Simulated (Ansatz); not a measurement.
`[CH3][V](=[O])([OH])[Cl]` + H–F → `[O]=[V]([OH])([F])[Cl]` + CH₄ at 298.15 K and 1 bar (ligand exchange at a V–C bond).

Computed with Ansatz on PBE0-D4/def2-TZVP structures; ΔE is electronic, products minus reactants. CBS: MP2 limit from def2 TZ/QZ plus the TZ coupled-cluster correction, frozen cores. This one scheme is used for every species. For V outer-core shells are correlated without core-valence functions, which leaves a few kJ/mol of doubt a bond. Scalar relativity is left out up to krypton. Each species was taken in one conformer, which may not be the lowest.

```tsv
species	CCSD(T)/CBS energy (Eh)	H − E (kJ/mol)	S (J/(mol·K))
`[CH3][V](=[O])([OH])[Cl]`	-1594.15676	163.7	356.1
H–F	-100.39570	33.5	173.6
`[O]=[V]([OH])([F])[Cl]`	-1654.14507	75.0	333.5
CH₄	-40.46206	127.4	186.2
```

H − E and S are ideal-gas, rigid-rotor, harmonic terms from PBE0-D4/def2-TZVP, for one conformer and one mirror image of each species. 1 Eh = 2625.50 kJ/mol, R = 8.31446 J/(mol·K).

Problem. By hand: ΔE, ΔH, ΔS and ΔG.

Solution. ΔE = (-1654.14507) + (-40.46206) − (-1594.15676) − (-100.39570) = -0.05467 Eh = -143.5 kJ/mol. Δ(H − E) = 75.0 + 127.4 − 163.7 − 33.5 = 5.2, so ΔH = -138.3 kJ/mol. ΔS = 333.5 + 186.2 − 356.1 − 173.6 = -10.0 J/(mol·K). ΔG = -138.3 − 298.15 × (-10.0)/1000 = -135.3 kJ/mol.

Problem. By hand: the equilibrium constant, and the temperature at which ΔG would vanish if ΔH and ΔS stayed fixed.

Solution. log₁₀ K = −ΔG/(RT ln 10) = 23.7. ΔG = 0 at ΔH/ΔS = 13830 K, far beyond where these terms or the molecules hold.

The number of gas molecules stays the same, so ΔS is small and ΔH decides. A doubt of 5 kJ/mol in ΔE shifts log₁₀ K by 0.9 here. Other conformers and mirror images would add mixing entropy, several J/(mol·K) or more a flexible species. These are equilibria of isolated gas molecules and say nothing of rates. Largest T1 diagnostic: 0.032 (customary marks: 0.02 for closed shells, 0.045 for open ones).
